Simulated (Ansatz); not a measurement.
Consider the isomerisation: `N[SiH](F)CO` → `NC(F)[SiH2]O`.

Isolated molecules relaxed with PBE0-D4/def2-TZVP in Ansatz; ΔE leaves out vibrations. CBS: MP2 limit from def2 TZ/QZ plus the TZ coupled-cluster correction, frozen cores. DFT in def2-TZVPP. Each species was taken in one conformer, which may not be the lowest.

```csv
level,ΔE (kcal/mol)
B2PLYP,36.5
PBE0,35.1
MP2/def2-TZVPP,38.5
HF/CBS(def2),38.3
```

Problem. What does CCSD(T)/CBS give? (Best estimate.)

Solution. Ansatz gave: +37.9 kcal/mol. The listed levels differ from it by -1.4, -2.8, 0.6, 0.4 kcal/mol.

Largest T1 diagnostic among the species: 0.012.

From PBE to PBE0 (25 % exact exchange), in def2-TZVPP and without D4, ΔE moves by +2.1 kcal/mol.
